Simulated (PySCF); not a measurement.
## MON across group 15

Level: PBE0, basis family def2-TZVP, no relativity.

Each entry is the lowest minimum that a search over a few typed start shapes (and spin states, where more than one is plausible) found, or that minimum re-optimised at the stated level; isomers with ligand–ligand bonds, or fragments after loss of a ligand pair, can lie lower. Open shells are unrestricted; no spin–orbit coupling; PySCF with density fitting.

```tsv
molecule	2S+1	point group	mean bond to the central atom (Å)	dipole (D)	polar-tensor charge of the central atom	highest ω (cm⁻¹)	distinct angles (°)
NON	1	C∞v	1.146	0.02	0.88	2410	180
PON	1	C∞v	1.472	0.89	0.68	1536	180
AsON	?	?	?	?	?	?	?
```

**Question.** Fill in the row of AsON.

**Answer.** 2S+1: 1; point group: C∞v; mean bond to the central atom (Å): 1.607; dipole (D): 0.47; polar-tensor charge of the central atom: 0.74; highest ω (cm⁻¹): 1148; distinct angles (°): 180.

Left out of the table are members whose search was unfinished or whose lowest solution was spin-contaminated, unstable, very soft or bonded differently.
